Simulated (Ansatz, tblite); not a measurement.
Cost and result up the ladder for Si17H25, a doped nanocrystal cut from the lattice of silicon (interstitial H) (42 atoms). Total charge 0; doublet. Geometry: PBE-D4/def2-SVP.

```xyz
42

Si   -2.156    1.877   -3.387
Si   -2.829    1.346    0.854
Si    1.722   -3.614    0.355
Si   -0.756   -1.439    2.435
Si   -0.249   -0.826   -1.160
Si    0.451    2.918   -0.692
Si    2.571    0.135    1.050
Si    0.100    2.289    3.061
Si   -1.266   -0.302   -3.281
Si    0.589   -3.001   -1.615
Si   -1.937   -0.802    0.499
Si   -0.547    3.475   -2.749
Si   -1.069    2.889    1.105
Si    0.184   -3.584    2.147
Si    3.437   -2.043    0.771
Si    0.985    0.120    2.805
Si    1.459    0.805   -0.913
H    -2.614    2.167   -4.796
H    -3.354    1.970   -2.481
H    -3.599    1.313    2.153
H    -3.776    1.753   -0.245
H     2.338   -4.994    0.255
H    -1.659   -1.436    3.652
H     1.523    3.933   -0.367
H     3.686    1.095    1.414
H    -0.843    2.330    4.239
H     1.217    3.272    3.310
H    -2.330   -1.337   -3.558
H    -0.181   -0.453   -4.319
H    -0.557   -3.927   -1.944
H     1.501   -2.935   -2.816
H    -3.016   -1.794    0.129
H    -1.173    4.847   -2.689
H     0.531    3.497   -3.805
H    -1.648    4.276    1.264
H    -0.910   -4.594    1.897
H     0.899   -3.985    3.415
H     4.170   -2.445    2.029
H     4.431   -2.059   -0.365
H     1.699   -0.275    4.080
H     2.342    0.768   -2.141
H     0.634   -1.231    0.403
```

Ansatz on 2 threads of AMD EPYC 7R13 on a shared host and a share (18 GiB) of an NVIDIA H100 80GB HBM3; xTB runs through tblite on one thread. Times are rough, summed over both states, and most runs start from the orbitals of an earlier one. PBE0-D4/def2-TZVP serves as the yardstick here, not as an exact answer. The other state is a singlet.

The xTB rows come from tblite. Single mean-field runs in def2-TZVP are fitted with def2-universal-jkfit.

Raw xTB energies of ions are shifted by several eV, and xTB has no spin-polarisation term.

| level | functions | wall time | vertical IE (eV) | difference from PBE0-D4/def2-TZVP (eV) |
| --- | --- | --- | --- | --- |
| GFN1-xTB | 203 | 0.51 s | 11.85 | 4.63 |
| revPBE-D4/def2-TZVP (with forces) | 779 | 13 s | 6.99 | -0.22 |
| PBE-D4/def2-TZVP | 779 | 14 s | 6.93 | -0.29 |
| PBE0-D4/def2-TZVP | 779 | 15 s | 7.22 | 0.00 |
